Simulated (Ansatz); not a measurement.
ClH$_{2}$PSSi, SMILES `Cl[SiH]1PS1`, relaxed with RKS PBE-D4/def2-SVP in the Gaussian-basis code of Ansatz from a rough embedded geometry. The force threshold is 0.03 eV/Å; the program also tests the step.

Charge 0, multiplicity 1.

Start:

```xyz
6

Cl    1.136    1.558   -0.922
Si    0.698    0.080    0.289
P    -1.411   -0.304    0.533
S    -0.293   -1.509   -0.714
H     1.778   -0.471    1.174
H    -1.907    0.647   -0.361
```

(1) How much energy does the relaxation release, and in how many steps? (An estimate is asked.)

(2) Which bonds change most? (Best estimate.)

(3) Give the relaxed structure. (Estimate.)

## Answers

(1) Computed: 0.53 eV, in 6 steps, 1 of them rejected.

(2) Ansatz gave: P3–S4 from 2.063 to 2.252 Å; Cl1–Si2 from 1.961 to 2.073 Å; Si2–P3 from 2.158 to 2.234 Å; P3–H6 from 1.396 to 1.450 Å.

(3) Computed: 
```xyz
6

Cl    1.275    1.627   -0.918
Si    0.674   -0.015    0.195
P    -1.491   -0.344    0.638
S    -0.299   -1.606   -0.796
H     1.731   -0.336    1.196
H    -1.890    0.675   -0.314
```
